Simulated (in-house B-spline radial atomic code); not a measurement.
Sr IV (Sr3+): [Ar] 3d10 4s2 4p5

All numbers are computed (non-relativistic B97-1, spin-polarised, spherical fractional occupations, exact exchange averaged over the configuration; point nucleus) with a radial B-spline atomic code at the basis-set limit, not measured.

Z_r = [3n² - l(l+1)]/(2<r>); Z_e = n√(-2ε); the last column is Slater's effective charge. Values are occupation-weighted means over spin.

```csv
shell,electrons,ε (eV),<r> (bohr),Z_r,Z_e,Slater
1s,2,-15699,0.04018,37.33,33.97,37.70
2s,2,-2136.5,0.1769,33.91,25.06,33.85
2p,6,-1947.8,0.1523,32.83,23.93,33.85
3s,2,-360.75,0.5025,26.87,15.45,26.75
3p,6,-291.38,0.5025,24.87,13.88,26.75
3d,10,-166.04,0.4953,21.20,10.48,16.85
4s,2,-69.783,1.352,17.75,9.06,10.60
4p,5,-51.723,1.5,15.34,7.80,10.60
```

The least bound orbital is 4p down at -51.01 eV, and it is also the most diffuse (<r> = 1.505 bohr).
